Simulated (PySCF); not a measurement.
How the method moves the HOMO and LUMO of `B[PH2+][BH2-]C#C`

C2H7B2P.
SMILES with atom numbers: `[BH2:1][PH2+:2][BH2-:3][C:4]#[CH:5]` (hydrogens: H6, H7 on B1; H8, H9 on P2; H10, H11 on B3; H12 on C5)

Cartesian coordinates in Å at the PBE0-D3(BJ)/def2-SVP level; atoms count from 1:
```xyz
12
C2H7B2P angstrom
B     -1.8714    1.0370    0.2587
P     -0.8231   -0.4581   -0.2646
B      0.8548   -0.5327    0.8226
C      1.6446    0.7395    0.3995
C      2.2270    1.7474    0.0376
H     -2.6656    0.8911    1.1499
H     -1.6476    2.1084   -0.2352
H     -1.6212   -1.6205   -0.1470
H     -0.5821   -0.3805   -1.6555
H      1.3244   -1.6020    0.4647
H      0.4416   -0.5497    1.9710
H      2.7622    2.6280   -0.2663
```

Basis pcSseg-2 throughout (PySCF), one geometry. One conformer (not necessarily the lowest) at the PBE0-D3(BJ)/def2-SVP geometry, without solvent, vibrations or thermal averaging.

Question: How do the orbital energies, the gap and the dipole change with the method?

Answer: 
```
   method                    kind  HOMO (eV)  LUMO (eV)  gap (eV)  μ (D)  SCF cycles
     BLYP                     GGA      -5.79      -3.78      2.00   4.21          17
    B97-D                     GGA      -5.88      -3.73      2.15   4.26          16
     OPBE                     GGA      -5.89      -3.77      2.12   4.22          17
      KT3                     GGA      -5.93      -3.84      2.10   4.22          17
      KT2                     GGA      -5.94      -3.93      2.01   4.16          17
      PBE                     GGA      -5.94      -3.95      1.99   4.18          16
     BP86                     GGA      -6.03      -4.00      2.03   4.20          17
      LDA                     LDA      -6.09      -4.20      1.89   4.15          16
    B97-2           global hybrid      -6.81      -2.97      3.84   4.50          14
    B3LYP           global hybrid      -6.85      -3.20      3.65   4.47          13
     PBE0           global hybrid      -7.07      -3.00      4.07   4.51          14
 mPW1PW91           global hybrid      -7.08      -2.99      4.10   4.52          14
BHandHLYP           global hybrid      -8.07      -1.94      6.13   4.75          12
CAM-B3LYP  range-separated hybrid      -8.38      -1.90      6.48   4.69          12
  wB97X-D  range-separated hybrid      -8.89      -1.12      7.77   4.70          14
       HF            Hartree–Fock      -9.60       0.53     10.13   5.04          12
  LC-wPBE  range-separated hybrid      -9.75      -0.73      9.01   4.85          14
```

The HOMO spans 3.96 eV, from BLYP down to LC-wPBE, and the gap runs from 1.89 eV (LDA) to 10.13 eV (HF). Over the methods BLYP (0 %), B97-D (0 %), OPBE (0 %), KT3 (0 %), KT2 (0 %), PBE (0 %), BP86 (0 %), LDA (0 %), B97-2 (21 %), B3LYP (20 %), PBE0 (25 %), mPW1PW91 (25 %), BHandHLYP (50 %), HF (100 %), a straight line through the gap against the share of exact exchange rises by 0.81 eV for each 10 % (correlation coefficient 1.000). The dipole ranges from 4.15 D (LDA) to 5.04 D (HF). This basis has no diffuse functions.
